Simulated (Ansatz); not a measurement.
Relaxation of GaH₄N (6 atoms, charge 0, multiplicity 1), to a largest force component of 0.03 eV/Å in at most 50 steps.

These are results of Ansatz 0.2.0, RKS PBE0/def2-SVP, not measurements.

```xyz
6
Properties=species:S:1:pos:R:3:forces:R:3
Ga -0.333 -1.074 -0.881 0.15 0.01 0.23
N 1.289 -0.143 1.609 -0.52 0.31 -0.73
H 0.906 -0.046 2.547 0.00 0.00 0.00
H 2.283 0.072 1.657 -0.01 0.00 -0.01
H 0.838 0.581 1.017 0.37 -0.31 0.52
H -0.419 0.609 -0.626 0.01 0.00 0.00
```

Task: Where does it end, and by what steps?

Result: The run converged. The force dipped under the threshold on the way, but the program's further checks kept it going. After 14 steps the energy has fallen by 0.375 eV; H5 moved furthest, 0.70 Å. Joined: Ga1–N2.

```tsv
step	energy less start (eV)	largest force component (eV/Å)	accepted
0	0.0000	0.733	yes
1	-0.1207	0.865	yes
2	-0.2101	1.205	yes
3	-0.2582	1.611	yes
4	-0.3377	0.534	yes
5	-0.3572	0.167	yes
6	-0.3560	0.212	no
7	-0.3633	0.121	yes
8	-0.3689	0.037	yes
9	-0.3687	0.305	no
10	-0.3718	0.023	yes
11	-0.3733	0.069	yes
12	-0.3721	0.198	no
13	-0.3744	0.019	yes
14	-0.3748	0.015	yes
```

```xyz
6
Properties=species:S:1:pos:R:3
Ga 0.296 -0.897 -0.629
N 1.198 0.023 1.346
H 0.515 -0.068 2.098
H 2.073 -0.388 1.666
H 1.349 1.023 1.213
H -0.868 0.306 -0.371
```

Whether the end is a true minimum wasn't checked by a vibrational analysis.

Time of the run: 62 s on 1 thread of AMD EPYC 7571, with other jobs on the host, peak memory 0.14 GiB.
